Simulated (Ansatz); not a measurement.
**How methods differ on InF (SMILES [F][In])**

InF has 2 atoms, charge 0, and is taken as a singlet. SMILES: `[F][In]`. Geometry: relaxed at PBE0-D4/def2-TZVP.

```xyz
2

F     0.0000    0.0000    0.0159
In    0.0000    0.0000    2.0096
```

Each level gives the energy change with the F1–In2 bond stretched from 1.994 to 4.984 Å (eV). The values are calculated.

```
                      level                    kind  program  value (eV)  less FCI/STO-3G
     HF/STO-3G (restricted)            Hartree–Fock   Ansatz        9.24            +4.92
 revPBE/STO-3G (restricted)                     GGA   Ansatz        6.63            +2.31
  BHLYP/STO-3G (restricted)           global hybrid   Ansatz        8.22            +3.90
wB97M-V/STO-3G (restricted)  range-separated hybrid   Ansatz        8.61            +4.29
  wB97X/STO-3G (restricted)  range-separated hybrid   Ansatz        8.58            +4.26
 B2PLYP/STO-3G (restricted)           double hybrid   Ansatz        4.75            +0.43
    MP2/STO-3G (restricted)     perturbation theory   Ansatz        3.79            -0.53
BCCD(T)/STO-3G (restricted)   coupled cluster or CI   Ansatz        4.30            -0.02
                 FCI/STO-3G      exact in the basis   Ansatz        4.32             0.00
```

FCI/STO-3G is exact within its basis and frozen core, so for wave-function methods in that basis the difference is their error; functionals converge differently with the basis, so for them it is only a difference. Spin-restricted single references rise too steeply as a bond breaks, Hartree–Fock most of all. Perturbation and coupled-cluster corrections on them can overshoot downwards. All-electron rows without a relativistic Hamiltonian named are non-relativistic. The first shape isn't each level's own minimum. The values span 3.79 to 9.24 eV. All rows use very small basis sets, so even the best lies far from the true value. In the correlated wave-function rows the outer d shell of In is correlated, in sets not made for it.
